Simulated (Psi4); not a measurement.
C₂H₇Cl₃Si₂ (SMILES [SiH3]CC[Si](Cl)(Cl)Cl), singlet, at a GFN2-xTB geometry, atoms displaced at random by about 0.08 Å a coordinate; Psi4 1.11 with HF/STO-3G, gradient.

Psi4 was given this input:
```
memory 2 GB

molecule {
0 1
  Si    3.69818491   -0.67211268    0.11764499
  C     1.78283855   -0.90861959    0.06719713
  C     1.08252216    0.56384981   -0.16639449
  Si   -0.91041952    0.32127835    0.09709725
  Cl   -1.57928516    1.93018142   -0.31828148
  Cl   -1.31640282   -1.05461824   -1.48639384
  Cl   -1.45114063   -0.27986261    1.91266302
  H     4.39215269   -1.80846643    0.57028707
  H     4.15097544    0.42154003    1.17340556
  H     4.15534510    0.10178492   -1.13697699
  H     1.49408849   -1.20821934    1.14643853
  H     1.52391394   -1.63448077   -0.69358605
  H     1.35578769    1.02066600    0.61939780
  H     1.29393628    0.75327969   -1.09564704
symmetry c1
no_reorient
no_com
}

set basis sto-3g

gradient('scf')
print_variables()
```

Problem. What does Psi4 print? Leave out banner, timings and long lists.

Solution. 
```
gradient() will perform analytic gradient computation.

   => Loading Basis Set <=

    Name: STO-3G
    Role: ORBITAL
    Keyword: BASIS

         ---------------------------------------------------------
                                   SCF
               by Justin Turney, Rob Parrish, Andy Simmonett
                          and Daniel G. A. Smith
                              RHF Reference
         ---------------------------------------------------------

  ==> Geometry <==

    Molecular point group: c1
    Full point group: C1

    Geometry (in Angstrom), charge = 0, multiplicity = 1:

       Center              X                  Y                   Z               Mass
    ------------   -----------------  -----------------  -----------------  -----------------
         SI           3.698184910000    -0.672112680000     0.117644990000    27.976926534650
         C            1.782838550000    -0.908619590000     0.067197130000    12.000000000000
         C            1.082522160000     0.563849810000    -0.166394490000    12.000000000000
         SI          -0.910419520000     0.321278350000     0.097097250000    27.976926534650
         CL          -1.579285160000     1.930181420000    -0.318281480000    34.968852682000
         CL          -1.316402820000    -1.054618240000    -1.486393840000    34.968852682000
         CL          -1.451140630000    -0.279862610000     1.912663020000    34.968852682000
         H            4.392152690000    -1.808466430000     0.570287070000     1.007825032230
         H            4.150975440000     0.421540030000     1.173405560000     1.007825032230
         H            4.155345100000     0.101784920000    -1.136976990000     1.007825032230
         H            1.494088490000    -1.208219340000     1.146438530000     1.007825032230
         H            1.523913940000    -1.634480770000    -0.693586050000     1.007825032230
         H            1.355787690000     1.020666000000     0.619397800000     1.007825032230
         H            1.293936280000     0.753279690000    -1.095647040000     1.007825032230

  Running in c1 symmetry.

  Rotational constants: A =      0.04308  B =      0.01775  C =      0.01693 [cm^-1]
  Rotational constants: A =   1291.51864  B =    532.04940  C =    507.56620 [MHz]
  Nuclear repulsion =  714.147977204091035

  Charge       = 0
  Multiplicity = 1
  Electrons    = 98
  Nalpha       = 49
  Nbeta        = 49

  ==> Algorithm <==

  SCF Algorithm Type is DF.
[...]
  @DF-RHF Final Energy: -2013.87223497315426
    Total Energy =                      -2013.8722349731542636
[...]
         H            1.523913940000    -1.634480770000    -0.693586050000     1.007825032230
         H            1.355787690000     1.020666000000     0.619397800000     1.007825032230
         H            1.293936280000     0.753279690000    -1.095647040000     1.007825032230

  Nuclear repulsion =  714.147977204091035

  ==> Basis Set <==

  Basis Set: STO-3G
    Blend: STO-3G
    Number of shells: 38
    Number of basis functions: 62
    Number of Cartesian functions: 62
    Spherical Harmonics?: true
    Max angular momentum: 1

  ==> DFJKGrad: Density-Fitted SCF Gradients <==

    Gradient:                    1
    J tasked:                  Yes
    K tasked:                  Yes
    wK tasked:                  No
    Integrals threads:           1
    Schwarz Cutoff:          1E-12
    Fitting Condition:       1E-10

   => Auxiliary Basis Set <=

  Basis Set: (STO-3G AUX)
    Blend: DEF2-UNIVERSAL-JKFIT
    Number of shells: 282
    Number of basis functions: 916
    Number of Cartesian functions: 1093
    Spherical Harmonics?: true
    Max angular momentum: 4

  -Total Gradient:
     Atom            X                  Y                   Z
    ------   -----------------  -----------------  -----------------
       1       -0.014399295081    -0.106193308088    -0.009955848329
       2       -0.013563916631    -0.051401969822    -0.059422649676
       3        0.122857362596     0.239575140666    -0.030383511098
       4       -0.182338894590     0.189952030303     0.038277039395
       5        0.109297574890    -0.224177770749     0.054589415712
       6        0.008238065426    -0.005873414298    -0.019728206006
       7        0.013958008417     0.021208416575    -0.043073970011
       8       -0.004550160019     0.014275184188     0.012373746227
       9        0.031138683471     0.049619208307     0.039335770055
      10        0.013629885383     0.045343478969    -0.035749181995
      11       -0.006537522824     0.002039309629     0.056736776607
      12        0.010709441857     0.002626608443    -0.005335310737
      13       -0.061783691937    -0.114747988424    -0.115353337032
      14       -0.026655540928    -0.062244925698     0.117689266876

  Variable Map:
  ----------------------------------------------------------------------------
[...]
  Array Variable Map:
  ----------------------------------------------------------------------------
[...]
[...]
```
